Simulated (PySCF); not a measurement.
This PySCF input asks for the NMR shieldings of SMILES CC[P@](C)(=O)C[SiH3], C$_{4}$H$_{13}$OPSi; the geometry comes from GFN2-xTB.

```python
import basis_set_exchange as bse
import numpy as np
from pyscf import gto, dft
from pyscf.prop import nmr

atoms = """
C    -2.607954   -0.521560   -0.387448
C    -1.749318    0.591279    0.192214
P    -0.014124    0.436651   -0.425612
C     0.838526    1.879960    0.320248
O     0.070691    0.412575   -1.891583
C     0.675290   -1.054209    0.370128
Si    2.521077   -1.229452   -0.046508
H    -3.664428   -0.340037   -0.197946
H    -2.342139   -1.483657    0.046826
H    -2.449078   -0.575434   -1.463351
H    -1.773987    0.590877    1.282761
H    -2.105951    1.562697   -0.163095
H     0.345167    2.780336   -0.043762
H     1.868406    1.884851   -0.030376
H     0.814108    1.860826    1.405606
H     0.124263   -1.894535   -0.054135
H     0.491458   -1.025701    1.442263
H     2.910836   -2.587326    0.345168
H     2.763705   -1.011739   -1.466372
H     3.278302   -0.265724    0.761938
"""
names = dict.fromkeys(["C", "P", "O", "Si", "H"], "pcSseg-1")
basis = {el: gto.basis.parse(bse.get_basis(n, elements=[el], fmt="nwchem")) for el, n in names.items()}
mol = gto.M(atom=atoms, basis=basis, charge=0, verbose=0)
mf = dft.RKS(mol, xc="PBE0")
mf.grids.level = 2
mf.grids.alignment = dft.numint.BLKSIZE   # the property module wants whole blocks of grid points
mf.conv_tol = 1e-9
mf.kernel()

calc = nmr.RKS(mf)   # GIAO
C = mf.mo_coeff
Co = C[:, mf.mo_occ > 0]
resp = mf.gen_response(singlet=True, hermi=2)
def vind(x):   # induced exchange potential for any number of trial vectors
    d = np.einsum("pi,xij,qj->xpq", C, 2 * x.reshape(-1, C.shape[1], Co.shape[1]), Co, optimize=True)
    return np.einsum("xpq,pi,qj->xij", resp(d - d.transpose(0, 2, 1)), C, Co, optimize=True).ravel()
mo1, _ = nmr.rhf.solve_mo1(calc, with_cphf=vind)
sigma = calc.kernel(mo1)
for i, s in enumerate(sigma):   # ppm
    w = np.linalg.eigvalsh((s + s.T) / 2)
    print("%2d %-2s iso %8.1f  s11 %8.1f  s22 %8.1f  s33 %8.1f" % (i, mol.atom_pure_symbol(i), w.mean(), *w))
```

Task: What are the results?

Result: 
```
 0 C  iso    180.4  s11    174.1  s22    179.2  s33    188.1
 1 C  iso    154.6  s11    142.6  s22    148.0  s33    173.3
 2 P  iso    306.2  s11    230.9  s22    238.5  s33    449.3
 3 C  iso    166.9  s11    151.7  s22    160.4  s33    188.4
 4 O  iso    234.9  s11    114.0  s22    282.3  s33    308.4
 5 C  iso    175.9  s11    154.8  s22    172.9  s33    199.9
 6 Si iso    429.5  s11    409.0  s22    418.3  s33    461.3
 7 H  iso     30.5  s11     25.3  s22     27.6  s33     38.5
 8 H  iso     30.8  s11     25.6  s22     30.3  s33     36.6
 9 H  iso     30.0  s11     24.8  s22     29.6  s33     35.4
10 H  iso     30.6  s11     26.9  s22     29.8  s33     35.0
11 H  iso     30.1  s11     25.3  s22     29.7  s33     35.2
12 H  iso     30.3  s11     26.6  s22     28.4  s33     36.0
13 H  iso     30.1  s11     25.7  s22     29.4  s33     35.2
14 H  iso     31.0  s11     27.8  s22     28.5  s33     36.6
15 H  iso     30.4  s11     25.0  s22     30.5  s33     35.6
16 H  iso     31.4  s11     26.7  s22     29.8  s33     37.6
17 H  iso     27.7  s11     24.0  s22     25.3  s33     33.8
18 H  iso     27.4  s11     23.4  s22     26.7  s33     32.0
19 H  iso     27.8  s11     23.8  s22     26.8  s33     32.6
```

These numbers come from an equivalent density-fitted implementation of the same equations, which agrees with the script to about 0.01 ppm for H and up to a few tenths of a ppm for heavy atoms, so last digits may differ.

Task: Turn these shieldings into chemical shifts. Chemical shifts δ = σref − σ; ¹³C (186.93 ppm) and ²⁹Si (349.16 ppm) and ¹H (31.72 ppm) against TMS; ³¹P (318.38 ppm) vs H3PO4; ¹⁷O (336.08 ppm) vs H2O, all at this level.

Result: Averaging equivalent atoms: C 1: 32.3; C 3: 20.0; C 5: 11.1; C 0: 6.5; P 2: 12.1; O 4: 101.2; Si 6: -80.4; H 17/18/19: 4.11; H 11: 1.64; H 15: 1.35; H 7/8/9: 1.30; H 12/13/14: 1.26; H 10: 1.16; H 16: 0.33 ppm. Experimental scales use liquid or dissolved standards, which lie at an offset from isolated H2O (liquid H2O: subtract about 36 ppm) and H3PO4.

Size and cost of the density-fitted run: 198 basis functions, 32 s wall time on 1 thread of an Arm Neoverse V1, shared host; peak memory 0.93 GiB.
